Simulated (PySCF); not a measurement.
Compound: MePhSiClSBu, C11H17ClSSi.
SMILES with atom numbers: `[CH3:1][CH2:2][CH2:3][CH2:4][S:5][Si@@:6]([CH3:7])([Cl:8])[c:9]1[cH:10][cH:11][cH:12][cH:13][cH:14]1`

NICS is the negative of the GIAO shielding at a point without a nucleus: at the ring centre (0) and 1 Å above and below it (1); zz is the component along the ring normal. Level: GIAO PBE0/pcSseg-1 (PySCF, non-relativistic, gas phase) on the PBE0-D3(BJ)/def2-SVP geometry, one conformer.

Ring bond lengths (Å), with Mayer bond orders in brackets: C9–C10 1.404 (1.41), C10–C11 1.393 (1.45), C11–C12 1.395 (1.42), C12–C13 1.394 (1.43), C13–C14 1.394 (1.44), C14–C9 1.401 (1.42).

Question: Give the NICS values of each ring in ppm.

Answer: 
```json
{"ring": "C9–C10–C11–C12–C13–C14", "type": "6-membered carbocycle; formal bonds all aromatic", "NICS(0)": "-8.1", "NICS(1), two faces": "-11.2 / -11.1", "NICS(1)zz, two faces": "-31.0 / -28.9", "rms pucker (Å)": "0.00", "centre to ring atoms, mean (Å)": "1.40"}
```

Question: What do they say, and how far can they be read as aromaticity?

Answer: 
- C9–C10–C11–C12–C13–C14: mean NICS(1)zz -30.0 ppm, shielded. A hydrogen on C1, outside the ring, lies 1.88 Å from a NICS(1) probe.

Question: And the bond-length index? HOMA = 1 − mean of α(R − Ropt)² over the ring bonds, with Krygowski's 1993 parameters (CC: Ropt 1.388 Å, α 257.7 Å⁻²).

Answer: 
- C9–C10–C11–C12–C13–C14: HOMA 0.98 = 1 − EN − GEO, with mean bond length 1.397 Å, EN = α(Ropt − mean)² = 0.020 and GEO = α × variance = 0.004.

Question: At the second NICS(1) probe listed for ring C9–C10–C11–C12–C13–C14, 1 Å off the ring, how large is the induced field along the normal in 9.4 T applied along it?

Answer: NICSzz × B0 = -28.9 ppm × 9.4 T = -272 μT, against the applied field.

Question: What are the shieldings of the ring atoms and their hydrogens in the same run (means over atoms taken as equivalent)?

Answer: 
```json
{"atoms": "C9", "environment": "substituted aromatic carbon", "σ isotropic (ppm)": "41.3"}
{"atoms": "C10 (×2)", "environment": "aromatic CH carbon", "σ isotropic (ppm)": "44.3"}
{"atoms": "C11 (×2)", "environment": "aromatic CH carbon", "σ isotropic (ppm)": "50.3"}
{"atoms": "C12", "environment": "aromatic CH carbon", "σ isotropic (ppm)": "47.9"}
{"atoms": "H on C10 (×2)", "environment": "aromatic hydrogen", "σ isotropic (ppm)": "23.37"}
{"atoms": "H on C11 (×2)", "environment": "aromatic hydrogen", "σ isotropic (ppm)": "23.73"}
{"atoms": "H on C12", "environment": "aromatic hydrogen", "σ isotropic (ppm)": "23.74"}
```

Question: How do the values depend on the level or the medium?

Answer: 
```tsv
level	NICS(0), C9–C10–C11–C12–C13–C14	mean NICS(1)zz, C9–C10–C11–C12–C13–C14
PBE0/pcSseg-1, gas	-8.1	-30.0
wB97X-D/pcSseg-1, gas	-8.1	-30.2
```

The geometry is the same throughout.

The run took 1.8 min wall, 4.1 min CPU (with the writing of density and orbital grids) on Intel Xeon Platinum 8488C, 2 threads, shared host, and the process peaked at 2.6 GiB of memory. This is the whole shielding run at PBE0/pcSseg-1, SCF included.
